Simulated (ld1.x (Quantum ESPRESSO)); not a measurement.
# mercury: TM pseudisation with PBE, scalar-relativistic reference atom.

```json
{
  "Element": "Hg",
  "Generator": "ld1.x (Quantum ESPRESSO) 7.5",
  "Type": "norm-conserving Troullier–Martins (Kleinman–Bylander form)",
  "Functional": "PBE",
  "Relativity": "scalar-relativistic",
  "Frozen core": "[Kr] 4d10 4f14",
  "Valence charge": "20",
  "Reference configuration": "5s2 5p6 5d10 6s2 6p0",
  "Partial waves": "5s (bound): rc 1.40 bohr; 5d (bound): rc 1.55 bohr; 5p (bound): rc 1.30 bohr",
  "Local potential": "the p channel",
  "Core correction": "Bessel-smoothed model core inside 1.30 bohr"
}
```

Occupied shells without a wave of their own: 6s. They enter only through the test configuration that unscreens the potential, and ld1.x also counts them in the model core charge.

All-electron outer shells of the reference configuration (PBE, scalar-relativistic, ld1.x):

```csv
shell,level (eV),outermost node (bohr),outermost maximum (bohr)
4d,-348.74,0.20,0.40
5s,-118.18,0.47,0.82
4f,-95.89,–,0.37
5p,-66.52,0.51,0.93
5d,-9.86,0.55,1.17
6s,-6.82,1.08,2.21
6p,-1.05,1.28,3.34
```

Does the generator finish with these settings?

Yes, a potential is produced.

What does a ghost test show?

No extra level below or beside the all-electron valence levels (s, d, p, f tested).

Tests: 5s2 5p6 5d10 6s1 6p0; 5s2 5p6 5d10 6s0 6p0; 5s2 5p6 5d9 6s0 6p0; 5s2 5p6 5d9 6s2 6p1; 5s2 5p6 5d10 6s1.5 6p0; 5s2 5p6 5d8 6s0 6p0; 5s1 5p6 5d10 6s2 6p0. Which has the largest error in its energy relative to the reference configuration, and how large is it?

5s2 5p6 5d8 6s0 6p0, with -13713 meV (all-electron minus pseudo) on +114.95 eV.

ld1.x takes every shell without a wave as core, so the model core holds the 6s electrons as well and exchange and correlation see them twice. This cancels in the reference configuration, but the file is broken for other ones, and its errors say nothing about a proper core correction.
